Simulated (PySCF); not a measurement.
wavenumber (cm⁻¹), absorption (km/mol per cm⁻¹) and a bar:
```
        0      0.005 
       23      0.006 
       46      0.009 
       69      0.013 
       92      0.024 
      114      0.064 #
      137      0.071 #
      160      0.048 #
      183      0.075 #
      206      0.199 ###
      229      0.592 #########
      252      0.231 ###
      275      0.078 #
      297      0.037 #
      320      0.022 
      343      0.014 
      366      0.010 
      389      0.008 
      412      0.006 
      435      0.005 
      458      0.005 
      480      0.004 
      503      0.004 
      526      0.003 
      549      0.003 
      572      0.003 
      595      0.003 
      618      0.003 
      641      0.003 
      663      0.003 
      686      0.003 
      709      0.004 
      732      0.004 
      755      0.004 
      778      0.004 
      801      0.005 
      824      0.005 
      846      0.006 
      869      0.007 
      892      0.008 
      915      0.009 
      938      0.011 
      961      0.014 
      984      0.017 
     1007      0.022 
     1030      0.030 
     1052      0.042 #
     1075      0.064 #
     1098      0.108 ##
     1121      0.221 ###
     1144      0.617 #########
     1167      1.962 ##############################
     1190      0.834 #############
     1213      0.271 ####
     1235      0.125 ##
     1258      0.071 #
     1281      0.046 #
     1304      0.032 
     1327      0.023 
     1350      0.018
```

This is the computed harmonic infrared spectrum of triplet IMoN, Lorentzian lines of 34 cm⁻¹ full width. All numbers come from PySCF, UPBE0, basis Mo def2-SVP with ECP28, N def2-SVP, I def2-SVP with ECP28 (scalar-relativistic core potentials, no spin–orbit coupling, density fitting).

Question: Which bands make it up, and how are they assigned?

Answer: In Cs symmetry, counting bands above 1 % of the strongest: 126 cm⁻¹ (a', bend, 3.9 km/mol); 230 cm⁻¹ (a', mixed, 32 km/mol); 1169 cm⁻¹ (a', stretch, 107 km/mol).

Other isomers or separated fragments may lie lower. Open d and f shells are described by one determinant, and the ground state may have another occupation or spin. Spin–orbit coupling, left out here, can matter for elements this heavy.
